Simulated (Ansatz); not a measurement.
Geometry optimisation, RKS PBE0-D4/def2-SVP in Ansatz 0.2.0.

input.yaml

```yaml
crystal:
  periodic: [false, false, false]
  atoms:
    - { symbol: Hf, position_ang: [-0.062328, 0.153791, -0.060816] }
    - { symbol: Cl, position_ang: [-0.211821, 0.10726, 2.416448] }
    - { symbol: "N", position_ang: [1.819313, 0.09689, -0.709139] }
    - { symbol: H, position_ang: [2.420167, -0.704888, -0.526418] }
    - { symbol: H, position_ang: [2.335613, 0.800738, -1.230338] }
    - { symbol: F, position_ang: [-0.646711, 1.849498, -0.656712] }
    - { symbol: Cl, position_ang: [-1.342914, -1.553399, -1.077695] }
    - { symbol: S, position_ang: [1.489253, -2.981328, 1.270712] }
    - { symbol: H, position_ang: [0.306377, -3.479914, 0.856844] }
    - { symbol: H, position_ang: [0.892551, -2.208447, 2.246012] }
basis:
  gaussian: { orbitals: def2-SVP }
hamiltonian:
  xc: pbe0
  dispersion: d4
relax:
  f_tol: 0.03
  max_steps: 50
```

Run as:

```bash
$ ansatz run input.yaml --threads 4 --pin off --max-ram 5120MiB --backend cpu --events-out ev --progress --plain --runs-dir out
```

Question: Where does it end, and by what steps?

Answer: The forces met the threshold. After 9 steps the energy has fallen by 0.266 eV; S8 moved furthest, 0.53 Å. Joined: Hf1–S8 (3.74 → 2.98 Å).

```tsv
step	energy less start (eV)	largest force component (eV/Å)	accepted
0	0.0000	1.242	yes
1	-0.0689	1.130	yes
2	-0.1410	0.520	yes
3	-0.2161	0.526	yes
4	-0.1960	1.087	no
5	-0.2523	0.237	yes
6	-0.2608	0.141	yes
7	-0.2637	0.049	yes
8	-0.2639	0.045	yes
9	-0.2656	0.017	yes
```

```xyz
10
Properties=species:S:1:pos:R:3
Hf 0.015 -0.057 0.044
Cl -0.252 0.254 2.396
N 1.902 0.054 -0.646
H 2.659 -0.621 -0.585
H 2.224 0.869 -1.166
F -0.554 1.606 -0.677
Cl -1.408 -1.641 -1.032
S 1.237 -2.598 1.009
H 0.144 -3.376 0.857
H 1.032 -2.410 2.330
```

Whether the end is a true minimum wasn't checked by a vibrational analysis.

Run time: 30 s on 4 threads of Intel(R) Xeon(R) Platinum 8488C (Sapphire Rapids), on a shared host, peak memory 0.39 GiB.
